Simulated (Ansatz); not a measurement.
Al6Ni⁻. Charge -1, multiplicity 2. Geometry r2SCAN-D4/def2-SVPD; atoms count from 1.

Cartesian coordinates in Å:
```
Ni 0.172 0.969 -2.134
Al -0.634 1.137 -0.057
Al -1.147 -1.478 0.763
Al 1.265 -0.269 1.592
Al 1.852 0.193 -0.883
Al -1.098 0.591 2.415
Al -0.410 -1.144 -1.696
```

The charge -1 doublet is spin-contaminated (final ⟨S²⟩ up to 1.51, 0.75 for a pure state). No other spin state of charge -1 was run. The geometry of the doublet was relaxed on an unsound state (⟨S²⟩ 1.56, where a pure state has 0.75). Another isomer (doublet) lies 0.17 eV lower at PBE0-D4/def2-TZVPD; other spin states weren't run for this one.

Question: Estimate the Mulliken populations from the PBE0/def2-TZVPD orbitals of Ansatz.

Answer: 
```
atom  charge (e)  spin (α − β)  d electrons
 Ni1       -0.03          0.13         9.16
 Al2       -0.07          0.02            –
 Al3       -0.17         -0.41            –
 Al4       -0.14          0.31            –
 Al5       -0.15          0.31            –
 Al6       -0.31          0.51            –
 Al7       -0.13          0.13            –
```
Mulliken values and Mayer orders depend strongly on the basis. With diffuse functions, as here, like atoms can get unlike values, and bond orders can come out too low or too high.

Question: Where does the spin sit?

Answer: Summed by element: Ni 0.13, Al 0.87, of 1 unpaired in all. Largest on single atoms: Al6 0.51, Al3 -0.41, Al5 0.31.

Question: And the Mayer bond orders between bonded heavy atoms (over 0.3)?

Answer: Ni1–Al2 0.83 (2.23 Å); Ni1–Al5 0.85 (2.23 Å); Ni1–Al7 0.86 (2.23 Å); Al2–Al3 0.49 (2.79 Å); Al2–Al4 0.44 (2.88 Å); Al2–Al5 0.34 (2.78 Å); Al2–Al6 0.53 (2.57 Å); Al2–Al7 0.34 (2.82 Å); Al3–Al4 0.41 (2.82 Å); Al3–Al6 0.56 (2.65 Å); Al3–Al7 0.68 (2.59 Å); Al4–Al5 0.67 (2.59 Å); Al4–Al6 0.55 (2.65 Å); Al5–Al7 0.45 (2.75 Å).
